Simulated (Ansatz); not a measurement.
CH6BNSi can be A, `B1CN[SiH2]1`, or B, `C=NB[SiH3]`.

Program: Ansatz. Geometries: PBE0-D4/def2-TZVP. ΔE: electronic, gas phase. CBS: MP2 limit from def2 TZ/QZ plus the TZ coupled-cluster correction, frozen cores. Functionals use def2-TZVPP. B3LYP here is the variant with VWN-RPA as its local correlation; programs differ in this. One conformer a species, not always the lowest.

Problem. Which isomer does CCSD(T)/CBS put lower? Give the gap. (An estimate is asked.)

Solution. Ansatz gave: B, by 68.2 kJ/mol.

Problem. Give E(B) − E(A) in kJ/mol with CCSD(T)/def2-SVP, CCSD(T)/def2-TZVPP, BLYP-D4, LDA (SPW92), PBE-D4, MP2/def2-TZVPP, B3LYP-D4. (An estimate is asked.)

Solution. The calculation gave: CCSD(T)/def2-SVP -107.9, CCSD(T)/def2-TZVPP -76.1, BLYP-D4 -112.1, LDA (SPW92) -74.4, PBE-D4 -90.5, MP2/def2-TZVPP -64.5, B3LYP-D4 -93.3. None reverses the order clearly.

Problem. Does the order hold for the free energy at 298.15 K (harmonic terms from PBE0-D4)? (Estimate.)

Solution. Computed: Yes: G(B) − G(A) = -80.1 kJ/mol, for one conformer each.

Largest T1 diagnostic: 0.017.

Leaving LDA and LC-ωPBE aside and taking each functional with its dispersion term where it has one, the values, not all of them listed here, spread over 56.1 kJ/mol, from BLYP-D4 to PBE-QIDH. LDA lies +18.2 kJ/mol from PBE without D4. At CCSD(T), def2-SVP lies −39.8 kJ/mol from the extrapolated value and def2-TZVPP −8.0 kJ/mol.
